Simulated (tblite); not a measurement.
Start geometry of `C[C@@H]1COC(=O)O[C@@H]1[SiH3]` from a force field or distance geometry (Å):
```
atom  x, y, z in Å
C1    -1.483   -1.170    0.796
C2    -0.721    0.131    0.565
C3    -1.094    0.808   -0.716
O4    -0.272    1.948   -1.033
C5     0.872    2.258   -0.358
O6     1.454    3.313   -0.569
O7     1.332    1.353    0.534
C8     0.812    0.003    0.611
Si9    1.671   -1.232   -0.566
H10   -2.567   -0.958    0.892
H11   -1.371   -1.873   -0.034
H12   -1.173   -1.664    1.721
H13   -0.995    0.816    1.399
H14   -1.054    0.130   -1.579
H15   -2.138    1.184   -0.658
H16    1.076   -0.352    1.621
H17    3.135   -1.224   -0.344
H18    1.365   -0.866   -1.974
H19    1.142   -2.595   -0.316
```

Problem. What comes out of this run: GFN2-xTB geometry optimisation, gas phase (tblite)?

Solution. 
```
atom  x, y, z in Å
C1    -1.490   -1.164    0.801
C2    -0.744    0.149    0.619
C3    -1.086    0.806   -0.711
O4    -0.307    1.971   -0.950
C5     0.887    2.171   -0.377
O6     1.479    3.188   -0.585
O7     1.407    1.252    0.430
C8     0.770   -0.023    0.651
Si9    1.621   -1.214   -0.598
H10   -2.559   -0.982    0.872
H11   -1.307   -1.830   -0.038
H12   -1.163   -1.658    1.713
H13   -1.027    0.842    1.424
H14   -0.925    0.101   -1.536
H15   -2.127    1.143   -0.739
H16    1.079   -0.291    1.668
H17    3.049   -1.100   -0.334
H18    1.307   -0.785   -1.961
H19    1.124   -2.568   -0.355
```

The energy falls by 5.4 kcal/mol over 38 L-BFGS steps, the largest force on an atom goes from 2.78 to 0.008 eV/Å, and the atoms move by 0.089 Å rms after alignment. The bond that changes most is C5=O6 (carbonate carbon to carbonate carbonyl oxygen), which shortens by 0.028 Å. Bonds longer at the end by more than 0.005 Å: 2 of 19; shorter: 15. Among the angles that change most is O7–C8–Si9, from 114.1° to 104.6°. Among the dihedrals that turn most is H14–C3–O4–C5, from -115° to -98°. Rotational constants go from 1903, 1165, 875.8 to 1929, 1220, 902.8 MHz. The orientation of the end geometry is arbitrary; only internal coordinates are fixed.

Time: 1.5 s wall, 1.0 s CPU. Hardware: one thread, AMD EPYC (x86_64), shared host.

Its GFN2-xTB frequencies are all real (lowest 35 cm⁻¹). The numbers are those of one conformer. 3 starts were optimised and ended at 0.00, 0.02 and 0.15 kcal/mol (GFN2-xTB); the lowest of these is shown.

These are computed values.
